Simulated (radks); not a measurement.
Q: The mean radii <r> (bohr) of the occupied orbitals of an atom or ion are listed with their occupations. All-electron calculation, scalar-relativistic Kohn-Sham, PBE, spin-polarised, spherical densities, point nucleus. Program: a radial shooting solver on a logarithmic mesh with Libxc functionals.

| orbital | occ. | <r> |
|---|---|---|
| 1s up | 1 | 0.02611 |
| 1s down | 1 | 0.02611 |
| 2s up | 1 | 0.1121 |
| 2s down | 1 | 0.1121 |
| 2p up | 3 | 0.09819 |
| 2p down | 3 | 0.09818 |
| 3s up | 1 | 0.2985 |
| 3s down | 1 | 0.2984 |
| 3p up | 3 | 0.2964 |
| 3p down | 3 | 0.2963 |
| 3d up | 5 | 0.2726 |
| 3d down | 5 | 0.2725 |
| 4s up | 1 | 0.6770 |
| 4s down | 1 | 0.6770 |
| 4p up | 3 | 0.7115 |
| 4p down | 3 | 0.7121 |
| 4d up | 5 | 0.7679 |
| 4d down | 2 | 0.7699 |

Name the element and its charge. Open shells, if any, are filled with parallel spins first.

A: Z = 55, caesium, charge +12: Cs12+ in [Kr] 4d7. The 1s radius gives Z: for a bare nucleus <r> = (2 gamma + 1)/(2Z) with gamma = sqrt(1 - (Z/c)^2), 0.02574 bohr for Z = 55, and screening makes it slightly larger (0.02611 here). The occupations add up to 43, and the charge is Z minus that.
